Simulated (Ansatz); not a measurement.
C4H12ClN2Sc (`C[N](C)[Sc]([Cl])[N](C)C`), relaxed with RKS PBE0-D4/def2-TZVP in Ansatz from a GFN2-xTB geometry. The force threshold is 0.005 eV/Å; the program also tests the step.

Total charge 0; spin multiplicity 1.

Start:

```xyz
20

C     0.676   -0.663   -3.043
N     0.657    0.030   -1.750
C     1.452    1.247   -1.884
Sc   -0.342   -0.732   -0.168
Cl   -1.283   -2.748   -0.629
N    -0.705   -0.131    1.725
C    -1.418   -0.996    2.673
C    -0.381    1.114    2.415
H     0.266   -0.013   -3.836
H     0.084   -1.586   -3.001
H     1.712   -0.919   -3.330
H     1.479    1.800   -0.940
H     1.032    1.906   -2.663
H     2.488    1.009   -2.180
H    -0.789   -1.204    3.556
H    -1.693   -1.949    2.203
H    -2.337   -0.500    3.033
H    -1.297    1.611    2.777
H     0.255    0.921    3.294
H     0.145    1.803    1.748
```

Q: How much energy does the relaxation release, and in how many steps? (An estimate is asked.)

A: The calculation gave: 23.40 kJ/mol, in 12 steps.

Q: Which bonds change most? (Best estimate.)

A: Computed: Sc4–Cl5 from 2.272 to 2.350 Å; Sc4–N6 from 2.020 to 1.972 Å.

Q: Give the relaxed structure. (Best estimate.)

A: The calculation gave: 
```xyz
20

C     0.688   -0.636   -2.907
N     0.575    0.000   -1.613
C     1.251    1.271   -1.587
Sc   -0.433   -0.956   -0.214
Cl   -1.386   -3.052   -0.686
N    -0.647   -0.162    1.577
C    -1.400   -0.915    2.556
C    -0.174    1.084    2.119
H     0.248   -0.019   -3.705
H     0.172   -1.602   -2.918
H     1.738   -0.821   -3.181
H     1.162    1.746   -0.606
H     0.836    1.969   -2.330
H     2.324    1.168   -1.807
H    -0.793   -1.157    3.441
H    -1.756   -1.862    2.136
H    -2.282   -0.360    2.909
H    -1.003    1.725    2.455
H     0.485    0.929    2.987
H     0.394    1.649    1.375
```
